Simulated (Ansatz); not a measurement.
```yaml
crystal:
  periodic: [false, false, false]
  atoms:
    - {symbol: O, position_ang: [0.515855, -0.924237, 1.316799]}
    - {symbol: Nb, position_ang: [0.011251, -0.017051, -0.004901]}
    - {symbol: F, position_ang: [-1.353745, 1.104467, 0.564612]}
    - {symbol: F, position_ang: [-0.591743, -1.196169, -1.305451]}
    - {symbol: F, position_ang: [1.468282, 0.959290, -0.612460]}
basis:
  gaussian: {orbitals: def2-TZVPP}
hamiltonian: {xc: {name: HF}}
correlation: {method: mp2, frozen_orbitals: {O: 9}}
accuracy: high
output: {forces: true}
```

```sh
$ ansatz run in.yaml --threads 4 --pin off --events-out ev --progress --plain --max-ram 10444MiB
```

Output, abridged:

```
Functional definition: HF
Error: "frozen_orbitals" has no count for Nb
```

Question: Something in this input is off. What?

Answer: Frozen orbitals are typed for one element alone, and the program wants a count for each. The program refused the input.
